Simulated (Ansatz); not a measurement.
Molecule: LaO, charge 0, multiplicity 2. The spin state was set by rule; other spins were not relaxed. 
Structure (B3LYP-D3(BJ)/def2-TZVP (Ansatz, an electronic-structure program) minimum search):
```
La
O 1 1.9220
```
Charge 0, spin multiplicity 2.

Dipole moments at this geometry, in debye (magnitudes).

```json
[
 {"level": "PBE/def2-TZVPD", "program": "Ansatz", "dipole (D)": "4.02"},
 {"level": "BLYP/def2-TZVPD", "program": "Ansatz", "dipole (D)": "4.24"},
 {"level": "revPBE/def2-TZVPD", "program": "Ansatz", "dipole (D)": "3.92"},
 {"level": "PBE0/def2-TZVPD", "program": "Ansatz", "dipole (D)": "4.24"},
 {"level": "r2SCAN0/def2-TZVPD", "program": "Ansatz", "dipole (D)": "4.30"},
 {"level": "HSE06/def2-TZVPD", "program": "Ansatz", "dipole (D)": "4.24"},
 {"level": "CAM-B3LYP/def2-TZVPD", "program": "Ansatz", "dipole (D)": "4.60"},
 {"level": "wB97M-V/def2-TZVPD", "program": "Ansatz", "dipole (D)": "(withheld)"},
 {"level": "wB97X-V/def2-TZVPD", "program": "Ansatz", "dipole (D)": "4.30"},
 {"level": "CCSD(T)/def2-SVPD", "program": "Ansatz", "dipole (D)": "(withheld)"}
]
```

**Question.** Some entries are withheld; supply them.

**Answer.** 
- wB97M-V/def2-TZVPD, dipole (D): 4.18
- CCSD(T)/def2-SVPD, dipole (D): 3.95
